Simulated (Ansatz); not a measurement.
Relaxation of BrClF5HW (9 atoms, charge 0, multiplicity 1), to a largest force component of 0.03 eV/Å in at most 50 steps.

All numbers below come from Ansatz 0.2.0, RHF/def2-SVP.

```xyz
9
Properties=species:S:1:pos:R:3:forces:R:3
W 0.172 0.373 -0.366 0.11 0.32 0.29
F 0.480 -0.489 2.543 0.11 0.24 0.12
F 1.889 -0.243 -0.261 0.01 0.00 0.01
F -0.339 1.861 -1.312 0.01 0.00 -0.02
F -1.357 0.710 0.573 0.01 -0.01 -0.03
F -0.313 -1.329 0.075 0.01 0.00 0.00
Cl 0.181 -0.430 -2.524 0.00 -0.02 0.02
Br 1.258 2.168 1.094 -0.15 -0.23 -0.28
H 0.776 0.240 2.999 -0.11 -0.31 -0.11
```

Q: Where does it end, and by what steps?

A: The forces met the threshold. After 9 steps the energy has fallen by 0.026 eV; H9 moved furthest, 0.28 Å.

```csv
step,energy less start (eV),largest force component (eV/Å),accepted
0,0.0000,0.323,yes
1,0.0168,1.283,no
2,-0.0162,0.534,yes
3,-0.0195,0.420,yes
4,-0.0227,0.320,yes
5,-0.0244,0.080,yes
6,-0.0252,0.077,yes
7,-0.0255,0.035,yes
8,-0.0255,0.082,no
9,-0.0257,0.024,yes
```

```xyz
9
Properties=species:S:1:pos:R:3
W 0.155 0.422 -0.382
F 0.517 -0.523 2.550
F 1.867 -0.212 -0.220
F -0.342 1.861 -1.413
F -1.406 0.791 0.495
F -0.345 -1.258 0.124
Cl 0.227 -0.481 -2.505
Br 1.194 2.225 1.009
H 0.880 0.036 3.162
```

Whether the end is a true minimum wasn't checked by a vibrational analysis.

Time of the run: 34 s on 4 threads of Arm Neoverse V1, on a shared host, peak memory 0.55 GiB.
